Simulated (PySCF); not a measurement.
Si(Cl)(F)(SeH)2 (ClFH₂Se₂Si), SMILES [SeH][Si](F)([SeH])Cl. Geometry: ωB97X-D3(BJ)/def2-SVP. One conformer was computed; it need not be the lowest.

Question: Give the equilibrium geometry at ωB97X-D3(BJ)/def2-SVP (PySCF confirms it by a frequency run) as a Z-matrix. (Estimate from the structure and the level; the computed values follow.)

Answer: Several could match; the one computed here: 
```
Si
F 1 1.6182
Cl 1 2.0452 2 107.48
Se 1 2.2380 2 112.73 3 114.93
H 4 1.4674 1 92.26 2 70.60
Se 1 2.2422 2 103.89 3 -121.14
H 6 1.4665 1 91.56 2 -173.37
```
Charge 0, spin multiplicity 1.
